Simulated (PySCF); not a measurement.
**Worked example: oscillator strength and radiative lifetime**

TeClBr, SMILES [Te](Cl)Br.

Coordinates come from a PBE0-D3(BJ)/def2-TZVP optimisation. The def2 effective core potentials stand for the cores of Te; spin–orbit coupling is left out.

TDDFT-ωB97X/def2-SVPD (PySCF) puts the first singlet state with f over 0.02 at 6.23 eV (vertical), with the transition dipole (0.000, 0.000, -0.695) in atomic units.

Question: Find the oscillator strength, the wavelength and the radiative lifetime that this transition would have in vacuum if emission retraced absorption.

Answer: 
|μ|² = 0.4830 au, so |μ| = 1.77 D. ΔE = 6.23/27.211 = 0.2289 hartree. f = (2/3) ΔE |μ|² = 0.074 (the program prints 0.074).
λ = 1239.84/6.23 = 199 nm; ν = 50248 cm⁻¹.
Einstein's coefficient A = 0.6670 ν² f s⁻¹ (ν in cm⁻¹) = 1.2e8 s⁻¹, so τ = 1/A = 8.1 ns. This state is S8; the lower singlets have f = 0.000, 0.000, 0.005, 0.001, 0.013, 0.014, 0.001. The figure is the radiative limit of this one transition; relaxation, internal conversion, crossing to triplets and a medium change what is measured.
